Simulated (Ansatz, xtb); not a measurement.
## Relative energy of two isomers of FH3Se3Si

Structure X is `F[Si]([SeH])([SeH])[SeH]`, a singlet and structure Y is `F[Si@H]([SeH])[Se][SeH]`, a singlet. Both are isolated molecules in the gas phase, relaxed with PBE0-D4/def2-SVP; the shapes shown needn't be the lowest conformers.

X (Å):

```yaml
atoms:
  - { symbol: F, position_ang: [-1.4052, -0.9063, -0.3532] }
  - { symbol: Se, position_ang: [-2.4484, -3.2321, -2.2767] }
  - { symbol: Se, position_ang: [-1.2605, -3.6995, 1.1883] }
  - { symbol: Se, position_ang: [1.0880, -2.5844, -1.4333] }
  - { symbol: Si, position_ang: [-1.0418, -2.4550, -0.6864] }
  - { symbol: H, position_ang: [-3.6398, -2.7692, -1.5425] }
  - { symbol: H, position_ang: [-0.4262, -2.7760, 1.9782] }
  - { symbol: H, position_ang: [0.8725, -1.5217, -2.4319] }
```

Y (Å):

```
atom    x (Å)    y (Å)    z (Å)
   F  -3.3994  -2.8092   0.4121
  Se  -0.6817  -4.2917   0.7941
  Se  -1.2414  -0.6113  -0.1854
  Se   0.6868  -1.1724  -1.4056
  Si  -1.9515  -2.7797  -0.3217
   H  -2.1028  -3.1500  -1.7528
   H   0.3244  -4.2670  -0.2797
   H   0.1152  -0.8954  -2.7379
```

**Question.** Estimate which is lower in electronic energy at CCSD(T)/def2-SVP + ΔMP2/def2-TZVPP, and by roughly how much.

**Answer.** The CCSD(T)/def2-SVP + ΔMP2/def2-TZVPP calculation puts structure X lower, by 16.0 kcal/mol.

Level by level:

```tsv
level	geometry	E(Y) − E(X) (kcal/mol)	departure from the last row (kcal/mol)	job, with rough time for the two
PBE0-D4/def2-SVP	PBE0-D4/def2-SVP	+17.2	+1.2	optimisation, 3.6 min
HF/def2-SVP	PBE0-D4/def2-SVP	+16.5	+0.5	part of the CCSD(T) run
MP2/def2-SVP	PBE0-D4/def2-SVP	+18.4	+2.3	part of the CCSD(T) run
CCSD(T)/def2-SVP	PBE0-D4/def2-SVP	+17.0	+1.0	single point
CCSD(T)/def2-SVP + ΔMP2/def2-TZVPP	PBE0-D4/def2-SVP	+16.0		single point, 2.1 min
```

As drawn, Y has 1 Se–Se, 1 Si–H in place of 1 Se–Si, 1 Se–H.

The levels shown agree on the order. The largest departure from CCSD(T)/def2-SVP + ΔMP2/def2-TZVPP is that of MP2/def2-SVP, 2.3 kcal/mol. Levels run at GFN2-xTB geometries aren't shown. The last row adds to CCSD(T) the change of the MP2 difference between the two basis sets, here −1.0 kcal/mol.

With thermal terms from frequencies at re-optimised GFN2-xTB minima (ideal gas, soft modes damped towards free rotors, one conformer each, 298.15 K, 1 atm): the zero-point term adds +1.3 kcal/mol; ΔH is +16.7 and ΔG +17.9 kcal/mol.

The correlated steps freeze 33 core orbitals; the filled d shell of Se is correlated, in a basis made for valence electrons. Mirror images aren't counted in ΔG. Programs: Ansatz 0.2.0, xtb 6.7.1; the last row on 2 threads of Arm Neoverse V2 on a shared host.
